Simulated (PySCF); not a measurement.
IRb, charge -1, doublet, at the geometry of the source list (a state made from the parent by changing its charge; the spin is typed, not shown lowest) (core potentials on I, Rb) (in this run its highest filled SCF level lies above zero, so its values depend strongly on the basis, on diffuse functions most of all). Base run: SVWN5/def2-SV(P) in PySCF.

Input for PySCF:
```python
from pyscf import gto, scf, dft

mol = gto.M(
    atom='''
Rb   -1.089600   -0.774000   -0.928300
I     1.089600    0.774000    0.928300
''',
    basis='def2-sv(p)',
    ecp={'I': 'def2-sv(p)', 'Rb': 'def2-sv(p)'},
    charge=-1,
    spin=1,
    verbose=4,
)

mf = dft.UKS(mol)
mf.xc = 'lda,vwn'
mf.kernel()
mf.analyze()
```

Variants of this job, named by their change:

```
change                                       E (Eh)  HOMO (eV)  <S^2>  core-seconds (rough)        outcome
---------------------------------------  ----------  ---------  -----  --------------------  -------------
base                                     -321.39914       0.70  0.750                     2      converged
functional = b3lyp; dispersion = d3zero  -322.01426       0.48  0.750                     4      converged
functional = scan                        -322.02137       0.69  0.750                     5      converged
functional = wb97x_v                     -321.88190      -0.66  0.750                    40      converged
functional = o3lyp                       -322.22484       0.70  0.750                     3      converged
functional = wb97x                       -321.95305      -0.62  0.750                     6      converged
functional = pbe                         -321.88688       0.73  0.750                     4      converged
functional = pbe0; dispersion = d3bj     -321.91785       0.33  0.750                     3      converged
functional = tpssh                       -321.81281       0.62  0.750                     6      converged
functional = m06l                                 -          -      -                     -  not converged
functional = m062x                       -321.77054       0.03  0.752                     7      converged
functional = b97m_v                      -321.90294       1.07  0.752                    50      converged
functional = b3lyp5                      -321.88493       0.55  0.750                     4      converged
```

Absolute energies of different levels of theory aren't comparable as measures of quality.

Open shells are given as the SCF converged; they aren't shown to be the lowest states, and a large step between rows can be another state.
